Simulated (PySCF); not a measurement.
**Electron correlation in I³⁺ (iodine, charge +3)**

[Kr] 4d10 5s2 5p2, high-spin 3P determinant. Computed with PySCF 2.14 in x2c-QZVPPall (13s9p7d4f1g, 112 functions), with scalar relativity by spin-free X2C-1e. Frozen: [Kr] 4d10; 4 electrons correlated.

MP2 pair energies summed by pair of shells (mhartree):

```
 pair  energy  share (%)
5s-5p  -34.09       63.6
5s-5s  -14.46       27.0
5p-5p   -5.08        9.5
```

Total MP2 correlation energy: -53.63 mhartree.

Same-spin part -8.49 and opposite-spin part -45.14 mhartree; SCS-MP2 scales them by 1/3 and 6/5 to -57.00 mhartree.
